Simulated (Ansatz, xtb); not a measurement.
Two isomers of CH9NSi2

Structure a is `C[SiH2]N[SiH3]`, a singlet and structure b is `C[Si@H](N)[SiH3]`, a singlet. Both are isolated molecules in the gas phase, relaxed with PBE0-D3(BJ)/def2-SVP; the shapes shown needn't be the lowest conformers.

a (Å):

```yaml
atoms:
  - { symbol: C, position_ang: [-1.4051, 0.3538, 1.7596] }
  - { symbol: N, position_ang: [0.5516, -0.3439, -0.3570] }
  - { symbol: Si, position_ang: [0.3369, 0.5763, 1.1124] }
  - { symbol: Si, position_ang: [-0.2675, -1.7706, -0.9212] }
  - { symbol: H, position_ang: [-2.1512, 0.6563, 1.0094] }
  - { symbol: H, position_ang: [-1.5467, 0.9750, 2.6578] }
  - { symbol: H, position_ang: [-1.6047, -0.6914, 2.0418] }
  - { symbol: H, position_ang: [0.6080, 2.0174, 0.8089] }
  - { symbol: H, position_ang: [1.3081, 0.1717, 2.1831] }
  - { symbol: H, position_ang: [1.3902, -0.1099, -0.8828] }
  - { symbol: H, position_ang: [-1.7201, -1.6712, -0.5901] }
  - { symbol: H, position_ang: [0.2396, -3.0505, -0.3260] }
  - { symbol: H, position_ang: [-0.0940, -1.8643, -2.4029] }
```

b (Å):

| atom | x (Å) | y (Å) | z (Å) |
| --- | --- | --- | --- |
| C | 1.2177 | -0.9261 | 1.2380 |
| N | -1.3069 | 0.4575 | 1.8375 |
| Si | -0.1418 | 0.1849 | 0.5724 |
| Si | -1.3004 | -0.8421 | -1.1915 |
| H | 1.9651 | -1.1388 | 0.4581 |
| H | 0.8006 | -1.8796 | 1.5954 |
| H | 1.7415 | -0.4425 | 2.0784 |
| H | 0.5119 | 1.4283 | 0.0249 |
| H | -2.1908 | 0.8940 | 1.5976 |
| H | -0.9794 | 0.8141 | 2.7303 |
| H | -2.5010 | -0.0361 | -1.5856 |
| H | -1.7719 | -2.2071 | -0.7953 |
| H | -0.4243 | -0.9819 | -2.3983 |

**Question.** Estimate which is lower in electronic energy at CCSD(T)/def2-SVP + ΔMP2/def2-TZVPP, and by roughly how much.

**Answer.** The CCSD(T)/def2-SVP + ΔMP2/def2-TZVPP calculation puts structure a lower, by 0.624 eV.

How the difference moves with the method:

```
                             level              geometry  E(b) − E(a) (eV)  departure from the last row (eV)  job, with rough time for the two
                          GFN2-xTB              GFN2-xTB              +1.277                            +0.653              optimisation, 0.22 s
                         HF/STO-3G              GFN2-xTB              +0.407                            −0.216              single point, 0.32 s
                r2SCAN-D4/def2-SVP              GFN2-xTB              +0.529                            −0.094               single point, 4.3 s
              PBE0-D3(BJ)/def2-SVP  PBE0-D3(BJ)/def2-SVP              +0.439                            −0.185                optimisation, 51 s
                       HF/def2-SVP  PBE0-D3(BJ)/def2-SVP              +0.743                            +0.119           part of the CCSD(T) run
                      MP2/def2-SVP  PBE0-D3(BJ)/def2-SVP              +0.674                            +0.050           part of the CCSD(T) run
                  CCSD(T)/def2-SVP  PBE0-D3(BJ)/def2-SVP              +0.614                            −0.009                      single point
CCSD(T)/def2-SVP + ΔMP2/def2-TZVPP  PBE0-D3(BJ)/def2-SVP              +0.624                                                  single point, 27 s
```

As drawn, b has 1 Si–Si, 1 N–H in place of 1 N–Si, 1 Si–H.

The levels shown agree on the order. The largest departure from CCSD(T)/def2-SVP + ΔMP2/def2-TZVPP is that of GFN2-xTB, 0.653 eV. A small imaginary or near-zero mode remains, so no thermal terms are given. The last row adds to CCSD(T) the change of the MP2 difference between the two basis sets, here +0.009 eV.

The correlated steps freeze 12 core orbitals. Codes used: Ansatz 0.2.0, xtb 6.7.1; the last row on 2 threads of Arm Neoverse V1 on a shared host.
